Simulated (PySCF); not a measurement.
Cl3OSi, SMILES [O][Si](Cl)(Cl)Cl (connectivity only; charge and spin as stated), charge -1, multiplicity 1.

Coordinates come from a B3LYP-D3(BJ)/def2-SVPD optimisation. The spin state was assumed, not searched. The isomer is the one that the SMILES or the coordinates give; other isomers of the formula were not compared.

Calculation: B3LYP/def2-SVPD (PySCF).

Symmetry labels are those of the subgroup Cs that the program uses (full group C3v).

Question: List the valence orbital energies around the gap with their symmetry. (An estimate is asked for; the answer gives what the named calculation found.)

Answer: 
```json
[
 {"orbital": "HOMO−7", "symmetry": "A\"", "energy (eV)": "-5.29"},
 {"orbital": "HOMO−6", "symmetry": "A'", "energy (eV)": "-5.29"},
 {"orbital": "HOMO−5", "symmetry": "A\"", "energy (eV)": "-4.67"},
 {"orbital": "HOMO−4", "symmetry": "A'", "energy (eV)": "-4.67"},
 {"orbital": "HOMO−3", "symmetry": "A'", "energy (eV)": "-4.64"},
 {"orbital": "HOMO−2", "symmetry": "A\"", "energy (eV)": "-4.38"},
 {"orbital": "HOMO−1", "symmetry": "A\"", "energy (eV)": "-3.13"},
 {"orbital": "HOMO", "symmetry": "A'", "energy (eV)": "-3.13"},
 {"orbital": "LUMO", "symmetry": "A'", "energy (eV)": "3.07"},
 {"orbital": "LUMO+1", "symmetry": "A\"", "energy (eV)": "4.27"},
 {"orbital": "LUMO+2", "symmetry": "A'", "energy (eV)": "4.27"},
 {"orbital": "LUMO+3", "symmetry": "A'", "energy (eV)": "4.45"}
]
```
